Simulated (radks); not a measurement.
Values are calculated unless marked as measured or tabulated.
Mean orbital radii <r> (bohr) of the tungsten ion W3+, [Xe] 4f14 5d3, at several levels of relativity; Dirac values are averaged over j with weights 2j + 1. Spin-unpolarised spherical Kohn-Sham, PBE, point nucleus unless stated (finite: rms radius 5.3658 fm), a radial shooting solver on a logarithmic mesh with Libxc functionals. A level marked "c x" has the speed of light scaled by that factor and shares open shells by 2j + 1; other Dirac levels either fill j = l - 1/2 first or share by 2j + 1.

[
 {"shell": "2s", "non-rel.": "0.08649", "scalar-rel., finite nucleus": "0.07758", "Dirac, low j first": "0.07693", "Dirac, c x 0.85": "0.07287", "change of magnitude, last against first (%)": "-15.74"},
 {"shell": "2p", "non-rel.": "0.07316", "scalar-rel., finite nucleus": "0.06944", "Dirac, low j first": "0.06896", "Dirac, c x 0.85": "0.06723", "change of magnitude, last against first (%)": "-8.10"},
 {"shell": "3s", "non-rel.": "0.2197", "scalar-rel., finite nucleus": "0.2011", "Dirac, low j first": "0.2005", "Dirac, c x 0.85": "0.1923", "change of magnitude, last against first (%)": "-12.45"},
 {"shell": "3p", "non-rel.": "0.2097", "scalar-rel., finite nucleus": "0.2013", "Dirac, low j first": "0.2004", "Dirac, c x 0.85": "0.1966", "change of magnitude, last against first (%)": "-6.29"},
 {"shell": "3d", "non-rel.": "0.1839", "scalar-rel., finite nucleus": "0.1824", "Dirac, low j first": "0.1824", "Dirac, c x 0.85": "0.1819", "change of magnitude, last against first (%)": "-1.12"},
 {"shell": "4s", "non-rel.": "0.4898", "scalar-rel., finite nucleus": "0.4496", "Dirac, low j first": "0.4494", "Dirac, c x 0.85": "0.4323", "change of magnitude, last against first (%)": "-11.75"},
 {"shell": "4p", "non-rel.": "0.4970", "scalar-rel., finite nucleus": "0.4780", "Dirac, low j first": "0.4768", "Dirac, c x 0.85": "0.4686", "change of magnitude, last against first (%)": "-5.71"},
 {"shell": "4d", "non-rel.": "0.5136", "scalar-rel., finite nucleus": "0.5113", "Dirac, low j first": "0.5116", "Dirac, c x 0.85": "0.5112", "change of magnitude, last against first (%)": "-0.48"},
 {"shell": "5s", "non-rel.": "1.163", "scalar-rel., finite nucleus": "1.064", "Dirac, low j first": "1.065", "Dirac, c x 0.85": "1.022", "change of magnitude, last against first (%)": "-12.14"},
 {"shell": "4f", "non-rel.": "0.5879", "scalar-rel., finite nucleus": "0.6064", "Dirac, low j first": "0.6073", "Dirac, c x 0.85": "0.6160", "change of magnitude, last against first (%)": "+4.79"},
 {"shell": "5p", "non-rel.": "1.280", "scalar-rel., finite nucleus": "1.236", "Dirac, low j first": "1.235", "Dirac, c x 0.85": "1.214", "change of magnitude, last against first (%)": "-5.10"},
 {"shell": "5d", "non-rel.": "1.726", "scalar-rel., finite nucleus": "1.756", "Dirac, low j first": "1.764", "Dirac, c x 0.85": "1.772", "change of magnitude, last against first (%)": "+2.64"}
]
